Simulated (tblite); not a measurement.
Species: CH11P3Si3.
Z-matrix (Å and degrees, GFN2-xTB geometry), rows numbered from 1:
```
C 
Si  1  1.9031
P   2  2.2514  1  108.23
Si  3  2.2372  2  100.98  1  -171.30
P   4  2.2397  3  107.91  2   -70.67
Si  5  2.2397  4  102.47  3    68.76
P   6  2.2376  5  108.04  4   -68.75
H   1  1.0858  2  111.16  3    61.89
H   1  1.0858  2  111.13  3  -177.44
H   1  1.0870  2  110.33  3   -57.75
H   2  1.4828  1  108.95  3  -122.52
H   3  1.3779  2   95.13  1   -75.40
H   4  1.4662  3  107.57  2   174.06
H   4  1.4757  3  113.30  2    54.90
H   5  1.3771  4   94.90  3   164.83
H   6  1.4660  5  107.21  4   175.71
H   6  1.4756  5  112.74  4    57.05
H   7  1.3780  2   95.08  1    75.55
```

Level: GFN2-xTB in tblite, geometry and Hessian alike; calculated harmonic values, unscaled, isolated species. Errors from tens to a few hundred cm⁻¹ against measured bands are possible. Modes of hydrogen on phosphorus and silicon can be 10 to 20 % off. One conformer, not necessarily the lowest.

Harmonic wavenumbers (cm⁻¹): 49.8, 68.4, 98.6, 101.0, 112.5, 113.7, 134.2, 150.6, 185.9, 387.9, 407.9, 414.0, 433.3, 455.2, 482.2, 497.6, 501.7, 527.6, 549.4, 555.3, 594.9, 599.1, 619.5, 663.2, 665.5, 685.3, 716.3, 730.0, 735.4, 747.0, 779.4, 782.4, 816.6, 824.5, 1354.3, 1464.7, 1466.6, 2056.9, 2117.2, 2129.3, 2217.0, 2220.1, 2351.9, 2352.9, 2361.3, 3029.8, 3039.1, 3041.7.

A = 1093, B = 762.4, C = 493.5 MHz; mass 199.938 u (most abundant isotopes); point group Cs, symmetry number 1.

What is the zero-point energy?

Half the sum of the wavenumbers: 23694 cm⁻¹ = 283.45 kJ/mol.

Give the ideal-gas entropy at 200 K and 1 bar in the rigid-rotor, harmonic-oscillator model (classical rotation).

Translation 166.63, rotation 124.87, vibration 116.81: S = 408.3 J/(mol K).

And Cp and H(200 K) − H(0)?

Cp = 161.13 J/(mol K), of which vibrations give 127.87 (their classical limit is 48 R = 399.1); H(200 K) − H(0) = 19.45 kJ/mol without the zero-point energy, 12.80 from vibrations.

Which modes carry the vibrational entropy at 200 K?

49.8 cm⁻¹: 16.89; 68.4 cm⁻¹: 14.29; 98.6 cm⁻¹: 11.34; 101.0 cm⁻¹: 11.15; 112.5 cm⁻¹: 10.30; 113.7 cm⁻¹: 10.21 J/(mol K); the other 42 give 42.62 together.

What must be added to the electronic energy to get the Gibbs energy at 200 K and 1 bar?

ZPE + [H(200 K) − H(0)] − T·S = 283.45 + 19.45 − 81.66 = 221.24 kJ/mol.

How do the functions run with temperature in this model?

```
T (K)  S (J/(mol K))  Cp (J/(mol K))  H − H(0) (kJ/mol)  G − H(0) (kJ/mol)  ln q(vib)
  100          321.4            98.9               6.55             -25.59       2.49
  300          484.7           216.2              38.48            -106.93      10.19
  500          612.1           280.8              88.90            -217.15      17.51
  800          756.7           333.8             181.82            -423.54      27.07
 1000          833.8           356.6             250.99            -582.79      32.60
```

q(vib) and H(0) count from the zero-point level.

Blend soft modes into free rotors: weight 1/[1 + (100 cm⁻¹/ν̃)⁴] for the oscillator and the rest for a rotor with moment μB/(μ + B), μ = h/(8π²ν), B = 10⁻⁴⁴ kg m². What vibrational entropy results?

110.29 J/(mol K) in place of 116.81, which changes −T·S at 200 K by +1.31 kJ/mol.

Hindered rotation and anharmonicity are outside this model. Other conformers, if any are populated, would add a mixing term that is left out.
